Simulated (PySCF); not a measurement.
CH5GeNO (SMILES C[O][Ge][NH2]), singlet, at a GFN2-xTB geometry, with bond 9-7 at 2.4 times its length; CASSCF(6,5)/STO-3G (PySCF).

The PySCF input:
```python
from pyscf import gto, scf, mcscf
import numpy

mol = gto.Mole()
mol.atom = '''
    Ge   -0.237886    0.235187    0.709905
    O     1.184461   -0.031215   -0.321657
    C     1.449494   -0.456503   -1.629634
    H     0.675224   -0.126459   -2.328236
    H     2.407879   -0.034532   -1.943842
    H     1.514851   -1.547306   -1.671059
    N    -1.586999   -0.276519   -0.414697
    H    -1.485155   -0.642272   -1.350169
    H    -3.932099   -0.215393    0.173273
'''
mol.basis = 'sto-3g'
mol.charge = 0
mol.spin = 0
mol.verbose = 4
mol.build()

mf = scf.RHF(mol)
mf.kernel()
mc = mcscf.CASSCF(mf, 5, 6)
mc.fix_spin_(ss=0.0)
mc.kernel()
occ = numpy.linalg.eigvalsh(mc.fcisolver.make_rdm1(mc.ci, mc.ncas, mc.nelecas))[::-1]
ss = mc.fcisolver.spin_square(mc.ci, mc.ncas, mc.nelecas)[0]
print('natural occupations', occ.round(4), ' <S^2>', round(ss, 4))
```

The log (banner, timings and long lists left out):

```
PySCF version 2.14.0

[INPUT] verbose = 4
[INPUT] num. atoms = 9
[INPUT] num. electrons = 58
[INPUT] charge = 0
[INPUT] spin (= nelec alpha-beta = 2S) = 0
[INPUT] symmetry False subgroup None
[INPUT] Mole.unit = angstrom
[INPUT] Symbol           X                Y                Z      unit          X                Y                Z       unit  Magmom
[...]
nuclear repulsion = 265.678629037026
number of shells = 22
number of NR pGTOs = 114
number of NR cGTOs = 38
basis = sto-3g
ecp = {}

******** <class 'pyscf.scf.hf.RHF'> ********
method = RHF
initial guess = minao
damping factor = 0
level_shift factor = 0
DIIS = <class 'pyscf.scf.diis.CDIIS'>
diis_start_cycle = 1
diis_space = 8
diis_damp = 0
SCF conv_tol = 1e-09
SCF conv_tol_grad = None
SCF max_cycles = 50
direct_scf = True
direct_scf_tol = 1e-13
Set gradient conv threshold to 3.16228e-05
Initial guess from minao.
init E= -2216.72335527406
[...]
cycle= 1 E= -2218.94852988786  delta_E= -2.23  |g|= 0.65  |ddm|=  3.7
[...]
cycle= 2 E= -2218.92804839884  delta_E= 0.0205  |g|= 0.672  |ddm|= 2.74
[...]
cycle= 3 E= -2219.26189204603  delta_E= -0.334  |g|= 0.167  |ddm|=  1.8
[...]
cycle= 4 E= -2219.28075024802  delta_E= -0.0189  |g|= 0.0626  |ddm|= 0.328
[...]
cycle= 5 E= -2219.28461818356  delta_E= -0.00387  |g|= 0.0316  |ddm|= 0.179
[...]
cycle= 6 E= -2219.28594180685  delta_E= -0.00132  |g|= 0.0169  |ddm|= 0.13
[...]
cycle= 7 E= -2219.28631657762  delta_E= -0.000375  |g|= 0.00504  |ddm|= 0.0673
[...]
cycle= 8 E= -2219.28638269796  delta_E= -6.61e-05  |g|= 0.00291  |ddm|= 0.0351
[...]
cycle= 9 E= -2219.28640401332  delta_E= -2.13e-05  |g|= 0.0018  |ddm|= 0.0163
[...]
cycle= 10 E= -2219.2864207654  delta_E= -1.68e-05  |g|= 0.00133  |ddm|= 0.0164
[...]
cycle= 11 E= -2219.2864394717  delta_E= -1.87e-05  |g|= 0.000605  |ddm|= 0.0327
[...]
cycle= 12 E= -2219.28644203044  delta_E= -2.56e-06  |g|= 0.000227  |ddm|= 0.0132
[...]
cycle= 13 E= -2219.28644215517  delta_E= -1.25e-07  |g|= 6.94e-05  |ddm|= 0.00269
[...]
cycle= 14 E= -2219.28644216282  delta_E= -7.64e-09  |g|= 1.29e-05  |ddm|= 0.00048
[...]
cycle= 15 E= -2219.28644216306  delta_E= -2.39e-10  |g|= 4.67e-06  |ddm|= 9.01e-05
[...]
Extra cycle  E= -2219.28644216308  delta_E= -1.82e-11  |g|= 2.8e-06  |ddm|= 1.26e-05
converged SCF energy = -2219.28644216308

******** <class 'pyscf.mcscf.mc1step.CASSCF'> ********
CAS (3e+3e, 5o), ncore = 26, nvir = 7
max_cycle_macro = 50
max_cycle_micro = 4
conv_tol = 1e-07
conv_tol_grad = None
[...]
CASCI E = -2219.44911134046  S^2 = 0.0000000
[...]
macro iter  40 ( 21 JK    4 micro), CASSCF E = -2219.48550238590  dE = -1.48629750e-04  S^2 = 0.0000000
               |grad[o]|=0.00219  |grad[c]|=0.00084  |ddm|=0.0092  |maxRot[o]|=0.0329
macro iter  41 ( 21 JK    4 micro), CASSCF E = -2219.48555693780  dE = -5.45518969e-05  S^2 = 0.0000000
               |grad[o]|=0.0022  |grad[c]|=0.00129  |ddm|=0.0112  |maxRot[o]|=0.0154
macro iter  42 ( 21 JK    4 micro), CASSCF E = -2219.48554123016  dE =  1.57076411e-05  S^2 = 0.0000000
               |grad[o]|=0.00208  |grad[c]|=0.0018  |ddm|=0.00772  |maxRot[o]|=0.0138
macro iter  43 ( 21 JK    4 micro), CASSCF E = -2219.48568661691  dE = -1.45386757e-04  S^2 = 0.0000000
               |grad[o]|=0.00214  |grad[c]|=0.000751  |ddm|=0.00727  |maxRot[o]|=0.0323
macro iter  44 ( 21 JK    4 micro), CASSCF E = -2219.48582675118  dE = -1.40134266e-04  S^2 = 0.0000000
               |grad[o]|=0.00198  |grad[c]|=0.00122  |ddm|=0.00801  |maxRot[o]|=0.0365
macro iter  45 ( 21 JK    4 micro), CASSCF E = -2219.48581225658  dE =  1.44946007e-05  S^2 = 0.0000000
               |grad[o]|=0.00192  |grad[c]|=0.00158  |ddm|=0.00717  |maxRot[o]|=0.0134
macro iter  46 ( 21 JK    4 micro), CASSCF E = -2219.48594053147  dE = -1.28274892e-04  S^2 = 0.0000000
               |grad[o]|=0.00191  |grad[c]|=0.000538  |ddm|=0.00412  |maxRot[o]|=0.0365
macro iter  47 ( 21 JK    4 micro), CASSCF E = -2219.48592941943  dE =  1.11120426e-05  S^2 = 0.0000000
               |grad[o]|=0.00171  |grad[c]|=0.000826  |ddm|=0.0039  |maxRot[o]|=0.0102
macro iter  48 ( 23 JK    4 micro), CASSCF E = -2219.48599244509  dE = -6.30256645e-05  S^2 = 0.0000000
               |grad[o]|=0.00168  |grad[c]|=0.000409  |ddm|=0.00496  |maxRot[o]|=0.0205
macro iter  49 ( 20 JK    4 micro), CASSCF E = -2219.48601056182  dE = -1.81167302e-05  S^2 = 0.0000000
               |grad[o]|=0.00151  |grad[c]|=0.000634  |ddm|=0.00337  |maxRot[o]|=0.00734
macro iter  50 ( 21 JK    4 micro), CASSCF E = -2219.48600557204  dE =  4.98978397e-06  S^2 = 0.0000000
               |grad[o]|=0.00143  |grad[c]|=0.000995  |ddm|=0.00304  |maxRot[o]|=0.00415
1-step CASSCF not converged,  50 macro (1038 JK 200 micro) steps
CASSCF canonicalization
Density matrix diagonal elements [1.96322056 1.93562373 1.35878572 0.68565108 0.05671891]
CASSCF energy = -2219.48600557204
CASCI E = -2219.48600557204  E(CI) = -6.71130805182383  S^2 = 0.0000000
natural occupations [1.9738 1.9681 1.3238 0.6829 0.0514]  <S^2> 0.0
```

Convergence was not reached.
